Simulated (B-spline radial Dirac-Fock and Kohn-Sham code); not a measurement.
# K-line shifts caused by a second vacancy in Cd⁴⁺

System: cadmium as Cd⁴⁺, [Kr] 4d8.

Input of the calculation (task.json; shells as n, l, electrons):

```json
{"items": [{
  "Z": 48,
  "q": 4,
  "cfg": [[1, 0, 2], [2, 0, 2], [2, 1, 6], [3, 0, 2], [3, 1, 6], [3, 2, 10], [4, 0, 2], [4, 1, 6], [4, 2, 8]],
  "A": 114,
  "rrms": 4.6087,
  "do": ["binding", "quiet", "double"]
}]}
```

Launch: `python xray_run.py task.json out`

These are calculated numbers from a radial atomic solver; the model is ΔSCF Dirac-Fock with Breit, self-energy and vacuum polarisation, finite nucleus, configuration average. Each two-hole energy is an average over J within one jj subconfiguration, not an observable level; in light atoms, where LS coupling holds, the j-resolved values are not observed lines, and for a K spectator the Kα1 hypersatellite is nearly forbidden. The model has no electron correlation.

Lines without a spectator: Kα2 (K-L2) 22982.0 eV, Kα1 (K-L3) 23171.8 eV, Kβ3 (K-M2) 26056.7 eV, Kβ1 (K-M3) 26091.5 eV. Shifts in eV with one spectator hole (a dash: not computed, or left out as unreliable):

```tsv
spectator hole	Kα2	Kα1	Kβ3	Kβ1
L2 (2p1/2)	+59.9	+75.3	–	+160.2
L3 (2p3/2)	+59.3	+59.3	+143.0	–
M2 (3p1/2)	–	+8.50	+19.25	+23.41
M3 (3p3/2)	+6.39	–	+20.05	+19.48
```

**Question.** Where does the K-L3 hypersatellite lie, emitted when both K electrons are missing?

**Answer.** +564.4 eV from the normal line, at 23736.2 eV. Removing both K electrons costs 54319.8 eV, which is 764.8 eV more than twice the K binding energy.

With n spectator holes in 2p, averaged over the 2p shell (energies in eV):

```csv
n,KαLⁿ,step,hypersatellite KαʰLⁿ
0,23108.5,–,23667.5
1,23172.1,+63.6,23732.6
2,23237.0,+64.9,23798.9
3,23303.1,+66.1,23866.5
4,23370.5,+67.4,23935.3
5,23439.2,+68.7,24005.5
```

Run: 35 s of CPU time on 1 thread of Intel(R) Xeon(R) Platinum 8488C (shared host), peak memory 0.42 GiB.
